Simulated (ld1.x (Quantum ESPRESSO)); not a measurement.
## P (Z = 15): excitation energies, all-electron against TM

P, norm-conserving Troullier–Martins (Kleinman–Bylander form), made with ld1.x (Quantum ESPRESSO) 7.5 (PBEsol, scalar-relativistic). Core [Ne], reference 3s2 3p2 (charge +1). Waves: 3s (bound): rc 1.10 bohr; 3p (bound): rc 1.85 bohr. Local part: all-electron potential smoothed inside 1.30 bohr (lloc = -1). Core correction: Bessel-smoothed model core inside 0.55 bohr.

Energies are relative to the spin-unpolarised reference configuration 3s2 3p2; without spin polarisation the order of configurations can differ from experiment.

(1) Give the all-electron excitation energy and the error of the potential for: 3s2 3p3; 3s2 3p1; 3s2 3p0; 3s1 3p3; 3s1 3p4; 3s0 3p5; 3s2 3p3.3.

Levels in the configuration 3s2 3p1:

```
level  all-electron (eV)  pseudo (eV)
   3s            -33.897      -33.856
   3p            -24.240      -24.206
```

## Answers

(1)

```csv
valence configuration,charge,ΔE all-electron (eV),error AE − PS (meV)
3s2 3p3,0,-9.698,+5.7
3s2 3p1,+2,19.112,+13
3s2 3p0,+3,48.817,+80
3s1 3p3,+1,9.095,-6.5
3s1 3p4,0,-1.189,-5.6
3s0 3p5,0,7.454,-30
3s2 3p3.3,-0.3,-10.997,+7.8
```
